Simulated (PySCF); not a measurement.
In(Cl)(Me)(vinyl) (C₃H₆ClIn), SMILES C=[CH][In]([CH3])[Cl]. The structure is a stationary point at PBE-D3(BJ)/def2-SVP. The structure was generated by enumeration; whether it is a known compound was not checked. The def2 effective core potentials stand for the cores of In; spin–orbit coupling is left out. The values are those of a single conformer.

Computed equilibrium geometry at PBE-D3(BJ)/def2-SVP (PySCF confirms it by a frequency run) as bond lengths and angles, and its point group (one conformer of several):
point group Cs.
Atoms: In1 Cl2 C3 H4 H5 H6 C7 C8 H9 H10 H11. Bonded distances (Å): In1–Cl2 2.399, In1–C3 2.165, In1–C7 2.152, C3–H4 1.106, C3–H5 1.107, C3–H6 1.107, C7–C8 1.348, C7–H9 1.105, C8–H10 1.106, C8–H11 1.105. Angles (°): Cl2–In1–C3 112.9, Cl2–In1–C7 111.1, C3–In1–C7 136.0, In1–C3–H4 111.4, In1–C3–H5 108.4, In1–C3–H6 108.4, H4–C3–H5 109.9, H4–C3–H6 109.9, H5–C3–H6 108.8, In1–C7–C8 122.9, In1–C7–H9 117.7, C8–C7–H9 119.4, C7–C8–H10 121.9, C7–C8–H11 122.8, H10–C8–H11 115.3.
